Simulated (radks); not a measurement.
Isoelectronic series with 19 electrons, each ion in its NIST ground configuration. Method: scalar-relativistic Kohn-Sham, r2SCAN, spin-polarised, spherical densities, finite nucleus; open shells are filled with parallel spins first (spin-orbit coupling, left out, can overturn this in heavy ions); meta-GGA in the generalised Kohn-Sham scheme; Fermi nuclear charge, rms radius of each element as measured or else 0.836 A^(1/3) + 0.57 fm; computed with a radial shooting solver on a logarithmic mesh with Libxc functionals. Total energies (hartree) and mean radii <r> (bohr):

ion,configuration,E (hartree),3d up,3p down
Sb32+,[Ar] 3d1,-5734.40810,0.2640,0.2967
Xe35+,[Ar] 3d1,-6508.74790,0.2450,0.2759
La38+,[Ar] 3d1,-7337.3803,0.2284,0.2577
Nd41+,[Ar] 3d1,-8221.6250,0.2140,0.2416
Eu44+,[Ar] 3d1,-9162.9003,0.2012,0.2273
Dy47+,[Ar] 3d1,-10162.8562,0.1899,0.2146
Hf53+,[Ar] 3d1,-12346.0882,0.1706,0.1926
Re56+,[Ar] 3d1,-13533.5224,0.1623,0.1831
Pt59+,[Ar] 3d1,-14787.9349,0.1547,0.1745

Estimate the row of Tm50+ ([Ar] 3d1).

Answer. E (hartree) -11223.2973; 3d up 0.1797; 3p down 0.2031.
